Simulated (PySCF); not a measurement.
## Working out the ionisation energy of I⁺

I⁺ [Kr] 4d10 5s2 5p4 (3P) → I²⁺ [Kr] 4d10 5s2 5p3 (4S). Computed with PySCF 2.14 in aug-cc-pwCVTZ-DK3 (10s9p7d4f1g, 109 functions), with the spin-free X2C one-electron Hamiltonian (Gaussian nucleus). Frozen: [Kr] 4d10. Energies in hartree (1 hartree = 27.21139 eV):

| part | I⁺ (lower) | I²⁺ (upper) |
| --- | --- | --- |
| UHF | -7112.067283 | -7111.417751 |
| CCSD correlation | -0.109674 | -0.080789 |
| (T) | -0.003226 | -0.002215 |

What does Hartree-Fock give?

(-7111.417751) − (-7112.067283) = 0.649532 hartree = 17.675 eV.

What do CCSD and CCSD(T) give?

The CCSD correlation energies differ by 0.028885 hartree = 0.786 eV and the triples by 0.001011 hartree = 0.028 eV, so CCSD gives 18.461 eV and CCSD(T) 18.489 eV.

Measured between the centres of the two terms (NIST): 18.750 eV, so CCSD(T) (valence) is off by -0.261 eV.

What remains against the reference includes basis incompleteness, the frozen core and higher excitations.
